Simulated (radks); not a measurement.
Numerical settings for the neodymium ion Nd20+, [Kr] 4d4. Method: scalar-relativistic Kohn-Sham, LDA (Slater exchange, Perdew-Wang correlation), spin-polarised, spherical densities, point nucleus; open shells are filled with parallel spins first (spin-orbit coupling, left out, can overturn this in heavy ions); computed with a radial shooting solver on a logarithmic mesh with Libxc functionals. The defaults (mesh step 0.008 in ln r, mesh end at 40 bohr or more with all orbitals vanishing there, Anderson mixing 0.5 over 9 steps, residual threshold near 1e-9 with the energy settled to 1e-9 hartree or 1e-11 of itself, here a cap of 60 iterations) give E = -9455.4049 hartree and 4d at -585.08 eV in 14 iterations. Run on one thread of a shared host, so times are rough (Arm Neoverse V1): 0.19 s of CPU time, 0.19 s wall, 14 iterations on 2476 mesh points. Changes against that run (0 stands for a change within the tolerance of the run):

[
 {"setting": "mesh step in ln r 0.003", "iterations": "14", "converged": "yes", "E (mhartree)": "0", "e(4d) (meV)": "0", "CPU (s)": "0.49"},
 {"setting": "mesh step in ln r 0.05", "iterations": "14", "converged": "yes", "E (mhartree)": "+0.0908", "e(4d) (meV)": "+0.00697", "CPU (s)": "0.04"},
 {"setting": "mesh step in ln r 0.2", "iterations": "3", "converged": "no", "E (mhartree)": "diverged", "e(4d) (meV)": "-", "CPU (s)": "0.01"},
 {"setting": "mesh end (bohr) 8", "iterations": "14", "converged": "yes", "E (mhartree)": "0", "e(4d) (meV)": "0", "CPU (s)": "0.19"},
 {"setting": "mesh end (bohr) 5", "iterations": "14", "converged": "yes", "E (mhartree)": "0", "e(4d) (meV)": "0", "CPU (s)": "0.19"},
 {"setting": "residual threshold 1e-05", "iterations": "10", "converged": "yes", "E (mhartree)": "0", "e(4d) (meV)": "+0.166", "CPU (s)": "0.16"},
 {"setting": "residual threshold 1e-16", "iterations": "60", "converged": "no", "E (mhartree)": "0", "e(4d) (meV)": "0", "CPU (s)": "0.38"},
 {"setting": "mixing 0.01", "iterations": "19", "converged": "yes", "E (mhartree)": "0", "e(4d) (meV)": "0", "CPU (s)": "0.25"},
 {"setting": "linear mixing, mixing 0.05", "iterations": "60", "converged": "no", "E (mhartree)": "-23.2", "e(4d) (meV)": "-8.55e+03", "CPU (s)": "0.83"},
 {"setting": "linear mixing, mixing 0.8", "iterations": "14", "converged": "yes", "E (mhartree)": "0", "e(4d) (meV)": "0", "CPU (s)": "0.19"},
 {"setting": "mixing history 2", "iterations": "19", "converged": "yes", "E (mhartree)": "0", "e(4d) (meV)": "0", "CPU (s)": "0.23"},
 {"setting": "iteration cap 8", "iterations": "8", "converged": "no", "E (mhartree)": "+0.000526", "e(4d) (meV)": "+0.335", "CPU (s)": "0.12"}
]

No run marked as converged misses the energy by more than 1 mhartree. A mesh that ends early acts as a hard wall.
